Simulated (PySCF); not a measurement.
2-tert-butyl-4-fluorothiophene (C₈H₁₁FS), SMILES CC(C)(C)c1cc(F)cs1.

The structure is a stationary point at B3LYP-D3(BJ)/def2-SVP.

Vertical ionisation energy (IE) and electron affinity (EA) in eV. Rows of orbital energies are one-electron estimates. Where ΔSCF, EOM or ADC give a negative EA the extra electron is unbound and the value depends on the basis.

```
level                                             IE     EA
----------------------------------------------  ----  -----
−ε(HOMO), −ε(LUMO), CAM-B3LYP/def2-SVP (PySCF)  7.77  -0.79
−ε(HOMO), −ε(LUMO), PBE/def2-SVP (PySCF)           ?      ?
```

Q: Fill in the missing entries. (The exact figures need the calculation; the answer reports its results.)

A: 
- −ε(HOMO), −ε(LUMO), PBE/def2-SVP (PySCF), IE: 5.42
- −ε(HOMO), −ε(LUMO), PBE/def2-SVP (PySCF), EA: 1.17
